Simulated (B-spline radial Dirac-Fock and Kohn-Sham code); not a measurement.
## Dipole and non-dipole photoemission parameters of Mo²⁺ 3p3/2

System: Mo²⁺, 1s2 2s2 2p6 3s2 3p6 3d10 4s2 4p6 4d4; threshold 411.5 eV (orbital energy of the model). Level of theory: Dirac-Hartree-Slater photoionisation with a Latter tail; cross sections with all multipoles, angular parameters from the dipole term and its interference with E2; a radial finite-basis atomic code.

```tsv
hν (eV)	σ (kb)	β	γ	δ
636	313	1.280	0.212	0.025
643	309	1.293	0.206	0.024
781	241	1.461	0.092	0.008
800	234	1.475	0.079	0.007
1370	94.8	1.630	-0.015	0.003
1460	83.9	1.634	-0.001	0.004
1486.9	?	?	?	?
2210	35.3	1.618	0.187	0.009
2290	32.6	1.614	0.210	0.010
2390	29.6	1.608	0.238	0.011
2984.4	17.7	1.571	0.402	0.016
3130	15.7	1.562	0.440	0.017
3510	11.9	1.536	0.537	0.021
4000	8.53	1.504	0.654	0.027
4100	8.01	1.497	0.676	0.028
6600	2.22	1.344	1.129	0.059
6620	2.20	1.343	1.132	0.060
6730	2.10	1.337	1.148	0.061
7310	1.66	1.305	1.228	0.069
8047.8	1.26	1.267	1.320	0.080
8410	1.11	1.249	1.362	0.085
12200	0.361	1.086	1.697	0.139
```

**Question.** Give the values at Al Kα (taken as 1486.9 eV).

**Answer.** σ = 81.0 kb, β = 1.635, γ = 0.004, δ = 0.004.

Values without a named source are computed, but for edge energies of neutral atoms, which are taken from tables.
